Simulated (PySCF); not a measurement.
PySCF input for C4H12Si2, SMILES CC[C@H]1[SiH2][SiH2]C1, B3LYP-D3(BJ)/def2-SVP. The structure is a stationary point at B3LYP-D3(BJ)/def2-SVP. The structure was generated by enumeration; whether it is a known compound was not checked. Other conformers were not sampled.

```python
import numpy as np
from pyscf import gto, scf, dft, df
from pyscf.hessian import thermo

mol = gto.M(
    atom='''
    C     3.00212907    0.18894457    0.58421084
    C     1.95077286   -0.34471691   -0.39043867
    C     0.56107604    0.27085239   -0.20195840
    C    -0.11620798    0.02567226    1.18792105
    Si   -1.95912771    0.24378755    0.68606312
    Si   -0.89912966   -0.30723332   -1.32640315
    H     2.72617610   -0.02414136    1.62929351
    H     3.98871108   -0.26634445    0.40148096
    H     3.11389592    1.28193612    0.48734044
    H     1.87331262   -1.44219199   -0.28551481
    H     2.28741783   -0.16437214   -1.42695623
    H     0.63225641    1.36549752   -0.35301208
    H     0.27290605    0.65751043    2.00222490
    H     0.03319797   -1.02641269    1.49182133
    H    -2.96018535   -0.62334611    1.37418570
    H    -2.40772723    1.66583233    0.77661583
    H    -0.83718596   -1.77947088   -1.58337125
    H    -1.09379238    0.39923027   -2.62775674
    ''',
    basis='def2-SVP',
    charge=0,
    spin=0,
    max_memory=1600,
    verbose=3,
)
mf = dft.RKS(mol, xc='b3lyp').density_fit(auxbasis='def2-universal-jkfit')
mf.disp = 'd3bj'
mf.grids.level = 3
mf.conv_tol = 1e-11
mf.max_cycle = 100
mf.kernel()

# [left out here: the lines that compute and print the analytic Hessian (its translational invariance restored by hand, since the grid's response is missing), thermochemistry and intensities]
```

Log of the run:

```
[...]
       4  Si                 0.00 -0.00 -0.00   -0.00  0.00  0.00   -0.00 -0.00  0.00
       5  Si                -0.00 -0.00 -0.00    0.00 -0.00  0.00   -0.00  0.00 -0.00
       6   H                 0.01  0.25  0.05    0.44 -0.03  0.09    0.19 -0.58 -0.06
       7   H                -0.06 -0.10 -0.07   -0.17 -0.53  0.38    0.08  0.09  0.35
       8   H                -0.12  0.03  0.24   -0.52  0.08  0.08    0.14 -0.04 -0.51
       9   H                 0.14 -0.04 -0.60   -0.01  0.03  0.12    0.14 -0.00 -0.21
      10   H                -0.04 -0.61 -0.10   -0.05  0.07 -0.03    0.05 -0.26 -0.01
      11   H                 0.03 -0.00 -0.03    0.03 -0.00  0.00    0.01 -0.00 -0.01
      12   H                 0.02 -0.05  0.02   -0.02  0.03 -0.01   -0.01 -0.01  0.01
      13   H                 0.00  0.02  0.06   -0.02 -0.01 -0.03    0.00  0.01  0.02
      14   H                -0.00  0.00 -0.00    0.00 -0.00  0.00    0.00  0.00  0.00
      15   H                 0.00  0.00  0.00    0.00  0.00  0.00    0.00  0.00  0.00
      16   H                -0.00 -0.00 -0.00   -0.00 -0.00  0.00   -0.00  0.00  0.00
      17   H                -0.00 -0.00  0.00    0.00  0.00  0.00   -0.00 -0.00 -0.00
Mode                                36                  37                  38
Irrep
Freq [cm^-1]                     2193.1027           2201.6275           2208.7723
Reduced mass [au]                   1.0328              1.0365              1.0435
Force const [Dyne/A]                2.9268              2.9601              2.9996
Char temp [K]                    3155.3866           3167.6518           3177.9316
Normal mode                   x     y     z       x     y     z       x     y     z
       0   C                 0.00 -0.00 -0.00    0.00 -0.00  0.00   -0.00  0.00  0.00
       1   C                -0.00 -0.00 -0.00   -0.00  0.00 -0.00   -0.00 -0.00 -0.00
       2   C                -0.00  0.00 -0.00    0.00  0.00 -0.00    0.00  0.00  0.00
       3   C                 0.00  0.00  0.00   -0.00 -0.00 -0.00    0.00 -0.00 -0.00
       4  Si                -0.01 -0.00  0.00    0.02 -0.02 -0.01   -0.01 -0.00  0.01
       5  Si                 0.00  0.02  0.02   -0.00  0.02 -0.01   -0.00  0.02 -0.02
       6   H                -0.00  0.00 -0.00   -0.00  0.00 -0.00    0.00 -0.00  0.00
       7   H                 0.00  0.00  0.00    0.00  0.00  0.00   -0.00 -0.00 -0.00
       8   H                -0.00 -0.00 -0.00   -0.00 -0.00 -0.00   -0.00  0.00 -0.00
       9   H                 0.00  0.00  0.00    0.00  0.00  0.00    0.00 -0.00  0.00
      10   H                 0.00 -0.00  0.00    0.00 -0.00  0.00   -0.00  0.00 -0.00
      11   H                 0.00  0.01  0.01    0.00  0.00  0.00    0.00  0.01 -0.00
      12   H                 0.00 -0.00  0.00   -0.00 -0.00 -0.00   -0.00  0.00 -0.00
      13   H                -0.00  0.00  0.00    0.01 -0.00  0.00   -0.00 -0.00  0.00
      14   H                 0.13  0.12 -0.09   -0.21 -0.20  0.14    0.31  0.28 -0.21
      15   H                 0.02 -0.07  0.00   -0.24  0.78  0.04    0.06 -0.22 -0.01
      16   H                 0.03 -0.88 -0.14    0.01 -0.27 -0.05    0.01 -0.20 -0.04
      17   H                -0.05  0.19 -0.31    0.05 -0.16  0.30    0.11 -0.38  0.70
Mode                                39                  40                  41
Irrep
Freq [cm^-1]                     2214.9235           3000.6385           3013.9548
Reduced mass [au]                   1.0519              1.0816              1.0626
Force const [Dyne/A]                3.0405              5.7375              5.6874
Char temp [K]                    3186.7817           4317.2507           4336.4099
Normal mode                   x     y     z       x     y     z       x     y     z
       0   C                 0.00 -0.00  0.00    0.00 -0.00  0.00    0.00 -0.00 -0.00
       1   C                -0.00 -0.00 -0.00   -0.00  0.02  0.00   -0.01  0.05  0.05
       2   C                 0.00 -0.00 -0.00   -0.00 -0.07  0.01    0.00  0.02 -0.00
       3   C                -0.00  0.00 -0.00   -0.00  0.01 -0.00    0.00 -0.01  0.00
       4  Si                 0.01  0.03 -0.01    0.00 -0.00  0.00    0.00 -0.00 -0.00
       5  Si                -0.00  0.01 -0.01    0.00 -0.00  0.00   -0.00  0.00  0.00
       6   H                 0.00  0.00 -0.00    0.01  0.00 -0.02   -0.00 -0.00  0.01
       7   H                 0.00  0.00  0.00   -0.02  0.01  0.01   -0.06  0.03  0.02
       8   H                -0.00  0.00 -0.00    0.00 -0.01  0.00    0.00  0.01 -0.00
       9   H                 0.00  0.00  0.00   -0.02 -0.25  0.03   -0.05 -0.67  0.08
      10   H                 0.00 -0.00  0.00    0.02  0.01 -0.04    0.20  0.12 -0.61
      11   H                -0.00  0.00  0.00    0.07  0.90 -0.12   -0.01 -0.20  0.03
      12   H                 0.00 -0.00 -0.00   -0.00  0.00 -0.00   -0.01 -0.02 -0.02
      13   H                -0.00  0.01 -0.00    0.02 -0.13  0.04   -0.01  0.08 -0.02
      14   H                -0.52 -0.45  0.36   -0.00 -0.00  0.00   -0.00 -0.00  0.00
      15   H                 0.15 -0.46 -0.04    0.00  0.00 -0.00   -0.00 -0.00 -0.00
      16   H                 0.01 -0.23 -0.04    0.00  0.00  0.00   -0.00 -0.00 -0.00
      17   H                 0.03 -0.12  0.22   -0.00  0.00 -0.00   -0.00 -0.00 -0.00
Mode                                42                  43                  44
Irrep
Freq [cm^-1]                     3023.3523           3027.0429           3052.8054
Reduced mass [au]                   1.0378              1.0617              1.1039
Force const [Dyne/A]                5.5889              5.7316              6.0615
Char temp [K]                    4349.9308           4355.2407           4392.3072
Normal mode                   x     y     z       x     y     z       x     y     z
       0   C                 0.03  0.02  0.03   -0.01 -0.01 -0.00   -0.00 -0.01  0.01
       1   C                -0.00 -0.00  0.00   -0.00  0.00  0.01    0.02  0.06 -0.06
       2   C                -0.00  0.00 -0.00   -0.00  0.01 -0.00    0.00  0.01 -0.00
       3   C                -0.00  0.01 -0.01   -0.02  0.04 -0.05   -0.00 -0.00 -0.00
       4  Si                 0.00  0.00  0.00    0.00  0.00 -0.00   -0.00 -0.00 -0.00
       5  Si                -0.00  0.00 -0.00    0.00  0.00  0.00    0.00  0.00 -0.00
       6   H                 0.14  0.11 -0.48   -0.02 -0.02  0.08    0.05  0.03 -0.16
       7   H                -0.47  0.23  0.10    0.08 -0.04 -0.02   -0.04  0.01  0.01
       8   H                -0.05 -0.62  0.06    0.01  0.12 -0.01    0.01  0.11 -0.01
       9   H                 0.00  0.05 -0.00    0.00 -0.02  0.00   -0.04 -0.61  0.06
      10   H                 0.01  0.00 -0.02    0.02  0.01 -0.06   -0.21 -0.11  0.64
      11   H                -0.00 -0.04  0.00   -0.01 -0.13  0.02   -0.01 -0.14  0.02
      12   H                 0.03  0.06  0.07    0.15  0.28  0.32    0.02  0.03  0.04
      13   H                 0.02 -0.13  0.04    0.11 -0.79  0.22   -0.00  0.00  0.00
      14   H                -0.00 -0.00 -0.00   -0.00 -0.00  0.00    0.00 -0.00  0.00
      15   H                 0.00 -0.00 -0.00    0.00 -0.00  0.00    0.00 -0.00  0.00
      16   H                 0.00 -0.00 -0.00   -0.00 -0.00 -0.00   -0.00 -0.00 -0.00
      17   H                 0.00 -0.00  0.00   -0.00 -0.00 -0.00    0.00 -0.00  0.00
Mode                                45                  46                  47
Irrep
Freq [cm^-1]                     3092.3924           3101.8174           3109.5148
Reduced mass [au]                   1.1022              1.1034              1.1033
Force const [Dyne/A]                6.2100              6.2547              6.2851
Char temp [K]                    4449.2642           4462.8246           4473.8995
Normal mode                   x     y     z       x     y     z       x     y     z
       0   C                 0.01  0.00 -0.01   -0.03  0.08 -0.01   -0.06 -0.01  0.07
       1   C                 0.00  0.00 -0.00    0.00  0.01 -0.01   -0.00 -0.01  0.01
       2   C                 0.00  0.01 -0.00    0.00  0.00 -0.00    0.00 -0.00  0.00
       3   C                 0.02  0.07  0.04   -0.00 -0.00 -0.00    0.00  0.01  0.01
       4  Si                -0.00  0.00  0.00    0.00 -0.00 -0.00   -0.00  0.00  0.00
       5  Si                -0.00  0.00 -0.00    0.00  0.00  0.00   -0.00  0.00  0.00
       6   H                -0.02 -0.02  0.08   -0.07 -0.03  0.21    0.19  0.15 -0.71
       7   H                -0.05  0.02  0.01    0.53 -0.24 -0.11    0.46 -0.22 -0.08
       8   H                -0.00 -0.06  0.00   -0.07 -0.68  0.07    0.01  0.17 -0.01
       9   H                -0.00 -0.03  0.00   -0.01 -0.14  0.01    0.01  0.06 -0.01
      10   H                -0.01 -0.01  0.04   -0.02 -0.01  0.06    0.04  0.02 -0.12
      11   H                -0.01 -0.07  0.01    0.00 -0.02  0.00   -0.00  0.00 -0.00
      12   H                -0.30 -0.48 -0.61    0.01  0.02  0.03   -0.04 -0.06 -0.08
      13   H                 0.07 -0.41  0.13   -0.00  0.01 -0.00    0.01 -0.03  0.01
      14   H                 0.00 -0.00  0.00   -0.00 -0.00  0.00   -0.00 -0.00 -0.00
      15   H                 0.00 -0.00 -0.00    0.00 -0.00  0.00   -0.00 -0.00 -0.00
      16   H                 0.00 -0.00  0.00   -0.00 -0.00 -0.00    0.00 -0.00 -0.00
      17   H                 0.00  0.00 -0.00   -0.00 -0.00  0.00    0.00  0.00 -0.00
temperature 298.1500 [K]
pressure 101325.00 [Pa]
Rotational constants [GHz] 3.88299 1.39175 1.09457
Symmetry number 1
Zero-point energy (ZPE) 0.14443 [Eh]   379201.087 [J/mol]
                           tot       elec      trans        rot        vib
Entropy [J/mol/K]       374.771      0.000    168.064    118.773     87.934
Cv [J/mol/K]            140.202      0.000     12.472     12.472    115.259
Cp [J/mol/K]            148.517      0.000     20.786     12.472    115.259
Internal energy [J/mol]                      3718.434   3718.434 394649.667
Internal energy [Eh]   -738.23353  -738.38667
Enthalpy [J/mol]                             6197.391   3718.434 394649.667
Enthalpy [Eh]          -738.23258
Gibbs free energy [J/mol]                  -43911.013 -31693.610 368432.248
Gibbs free energy [Eh] -738.27514
mode   freq/cm-1   IR/(km/mol)
   1       94.27         0.108
   2      104.96         0.014
   3      175.69         0.152
   4      234.44         0.205
   5      296.64         4.210
   6      323.91         2.246
   7      359.51         1.345
   8      410.81         9.117
   9      422.20         0.786
  10      488.35         0.972
  11      574.60         7.159
  12      625.66         0.122
  13      664.67        48.490
  14      695.91        73.869
  15      708.56        22.888
  16      760.22        75.564
  17      776.94        20.573
  18      835.76        57.606
  19      899.56        27.379
  20      940.50        50.260
  21      942.45        94.762
  22      949.38        41.499
  23     1024.27         7.485
  24     1046.01         7.109
  25     1092.49         8.381
  26     1119.88         6.409
  27     1175.19         1.674
  28     1217.21         0.276
  29     1279.70         0.246
  30     1321.82         3.496
  31     1364.66         7.743
  32     1396.76         3.987
  33     1427.20         4.070
  34     1458.95         1.044
  35     1469.58         5.826
  36     1478.81         3.295
  37     2193.10       115.300
  38     2201.63        79.038
  39     2208.77        95.828
  40     2214.92       177.293
  41     3000.64         4.844
  42     3013.95        27.944
  43     3023.35        22.662
  44     3027.04        18.362
  45     3052.81        19.847
  46     3092.39        14.345
  47     3101.82        32.838
  48     3109.51        30.956
max |gradient| / (hartree/bohr): 4.3838374111832804e-05
APT charges: [ 0.0424  0.141  -0.1751 -0.2337  0.7618  0.7439 -0.0078 -0.0399 -0.0234
 -0.0483 -0.0561 -0.0437 -0.022  -0.0113 -0.2631 -0.2515 -0.2492 -0.2641]
```

Self-consistency was reached.

Cost: around 7 core-minutes (rough).
